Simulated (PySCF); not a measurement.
A structure optimised at B3LYP-D3(BJ)/def2-SVP, used in a PySCF frequency run:

```xyz
12

Ta     0.0000     0.0000    -0.0320
N      0.0000     0.0000    -1.8170
H      0.0000     0.0000    -2.8298
N      1.8089    -0.5805     0.6257
H      2.5222    -1.0606     0.0816
H      2.2216    -0.2601     1.5009
N     -0.4017     1.8568     0.6257
H     -0.8856     2.0540     1.5009
H     -0.3427     2.7146     0.0816
N     -1.4072    -1.2763     0.6257
H     -2.1796    -1.6540     0.0816
H     -1.3360    -1.7939     1.5009
```

Task: Write its SMILES, formula and point group.

Result: [NH]=[Ta]([NH2])([NH2])[NH2], H7N4Ta, C3

Task: What are its rotational constants (standard atomic weights)?

Result: 2.9304, 2.9304, 2.6680 GHz
